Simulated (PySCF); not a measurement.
Potential energy of TlF along the bond

Set-up: PySCF, scalar-relativistic core potentials, basis sets Tl def2-SVP with ECP60, F def2-SVP. Energies in eV from Tl + F in their ground configurations at the same level. State: ¹Σ⁺ (singlet), closed shell.

Curves on a restricted Hartree–Fock reference rise too fast on stretching and do not dissociate correctly.

All columns are RHF. A positive dipole means Tl(−)F(+).

| R (Å) | E (eV) | μ (D) | Mulliken charge on Tl (basis-dependent) | HOMO (eV) | LUMO (eV) | Mayer bond order | ⟨S²⟩ |
| --- | --- | --- | --- | --- | --- | --- | --- |
| 1.806 | -1.907 | -1.94 | 0.64 | -9.61 | 1.15 | 0.61 | 0.00 |
| 1.890 | -2.541 | -2.63 | 0.64 | -9.88 | 1.06 | 0.61 | 0.00 |
| 1.974 | -2.876 | -3.29 | 0.65 | -10.11 | 0.97 | 0.61 | 0.00 |
| 2.037 | -2.987 | -3.77 | 0.65 | -10.26 | 0.90 | 0.61 | 0.00 |
| 2.100 | -3.012 | -4.25 | 0.66 | -10.39 | 0.83 | 0.60 | 0.00 |
| 2.163 | -2.972 | -4.71 | 0.67 | -10.49 | 0.75 | 0.59 | 0.00 |
| 2.247 | -2.848 | -5.33 | 0.68 | -10.59 | 0.65 | 0.57 | 0.00 |
| 2.352 | -2.621 | -6.09 | 0.70 | -10.63 | 0.52 | 0.55 | 0.00 |
| 2.478 | -2.290 | -6.97 | 0.72 | -10.54 | 0.37 | 0.52 | 0.00 |
| 2.646 | -1.818 | -8.13 | 0.74 | -10.22 | 0.16 | 0.48 | 0.00 |

A fit through these points gives, at Re = 2.090 Å, μ = -4.17 D and dμ/dR = -7.51 D/Å; the reduced mass is 17.39 u.

How strong is the fundamental in the double-harmonic approximation, I = 42.26·(dμ/dR)²/μred km/mol?

I = 42.26·(-7.51)²/17.39 = 137 km/mol at RHF.

These are scalar-relativistic numbers at best; spin–orbit coupling would shift them, the dissociation energy most. Where the molecule has an RHF reference, its open-shell atoms are computed with UHF. Hartree–Fock leaves out correlation, which carries a large part of most bond energies and some tenths to 1 eV of ionisation energies.
